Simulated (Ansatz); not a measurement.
Relaxation of CH$_{4}$BrClZn (8 atoms, charge 0, multiplicity 1), to a largest force component of 0.03 eV/Å in at most 50 steps.

These are results of RKS PBE0-D4/def2-SVP in Ansatz 0.2.0, not measurements.

```xyz
8
Properties=species:S:1:pos:R:3:forces:R:3
Zn -1.355 -0.708 -1.376 0.49 -1.24 0.59
Br -0.702 -2.833 -0.549 -0.48 1.15 -0.58
Cl -1.921 1.182 -2.099 0.00 -0.01 0.00
H 0.525 -0.564 0.583 -0.06 -0.39 -0.04
C 0.791 0.468 0.801 0.07 0.52 -0.01
H -0.104 1.047 1.071 0.02 -0.01 -0.01
H 1.270 0.931 -0.075 -0.03 -0.03 0.05
H 1.495 0.476 1.644 -0.01 0.00 -0.01
```

Q: Where does it end, and by what steps?

A: The run converged. After 6 steps the energy has fallen by 0.167 eV; Cl3 moved furthest, 0.36 Å.

| step | energy less start (eV) | largest force component (eV/Å) | accepted |
| --- | --- | --- | --- |
| 0 | 0.0000 | 1.240 | yes |
| 1 | -0.1360 | 0.128 | yes |
| 2 | -0.1510 | 0.202 | yes |
| 3 | -0.1606 | 0.302 | yes |
| 4 | -0.1635 | 0.215 | yes |
| 5 | -0.1665 | 0.038 | yes |
| 6 | -0.1668 | 0.020 | yes |

```xyz
8
Properties=species:S:1:pos:R:3
Zn -1.171 -0.739 -1.186
Br -0.877 -2.911 -0.745
Cl -1.678 1.201 -1.837
H 0.607 -0.604 0.693
C 0.740 0.488 0.748
H -0.216 0.992 0.952
H 1.156 0.875 -0.193
H 1.440 0.697 1.568
```

Whether the end is a true minimum wasn't checked by a vibrational analysis.

The run took 55 s on 2 threads of Arm Neoverse N1, on a shared host, peak memory 0.3 GiB.
